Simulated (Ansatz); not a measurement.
Consider the formal exchange of groups at a Zn–Cl bond: `[Cl][Zn][Cl]` + SiH₄ → `[SiH3][Zn][Cl]` + HCl.

Isolated molecules relaxed with PBE0-D4/def2-TZVP in Ansatz; ΔE leaves out vibrations. CCSD(T)/CBS is the MP2 limit (def2-TZVPP, def2-QZVPP) plus CCSD(T) − MP2 in def2-TZVPP, frozen cores. This one scheme is used for every species. Functionals use def2-TZVPP. HSE06 is defined as in plane-wave codes. For Zn outer-core shells are correlated without core-valence functions, which leaves a few kJ/mol of doubt a bond. Scalar relativity is left out up to krypton.

CCSD(T)/CBS gives +0.96 eV.

(1) Another level gave +0.86 eV. Which?
A. RPA@PBE/def2-TZVPP
B. r2SCAN-D4/def2-TZVPP
C. HSE06-D4/def2-TZVPP
D. CCSD/def2-TZVPP

Largest T1 diagnostic among the species: 0.014.

## Answers

(1) B. r2SCAN-D4 0.86, RPA@PBE/def2-TZVPP 0.90, CCSD/def2-TZVPP 0.96, HSE06-D4 0.81 eV.

From BLYP to BHLYP (50 % exact exchange), in def2-TZVPP and without D4, ΔE moves by +0.22 eV. In def2-TZVPP, CCSD(T) changes the Hartree–Fock value by −0.34 eV (the triples alone add −0.04 eV) and MP2 by −0.30 eV. At CCSD(T), def2-SVP lies −0.05 eV from the extrapolated value and def2-TZVPP −0.04 eV.
